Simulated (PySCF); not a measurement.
Te(Br)(SiH3) (BrH3SiTe), SMILES [SiH3][Te]Br.

Geometry: PBE-D3(BJ)/def2-SVP. This is a generated structure with no PubChem entry under its InChIKey; it may be hypothetical. The def2 effective core potentials stand for the cores of Te; spin–orbit coupling is left out.

Level of theory: PBE0/def2-TZVPD (PySCF).

Symmetry labels are those of the subgroup Cs that the program uses (full group Cs).

List the valence orbital energies around the gap with their symmetry. (The exact figures need the calculation; the answer reports its results.)


```tsv
orbital	symmetry	energy (eV)
HOMO−7	A'	-14.99
HOMO−6	A'	-10.71
HOMO−5	A"	-10.40
HOMO−4	A'	-10.02
HOMO−3	A'	-9.47
HOMO−2	A"	-8.91
HOMO−1	A'	-8.03
HOMO	A"	-6.61
LUMO	A'	-3.00
LUMO+1	A'	-1.02
LUMO+2	A'	0.07
LUMO+3	A"	0.51
```
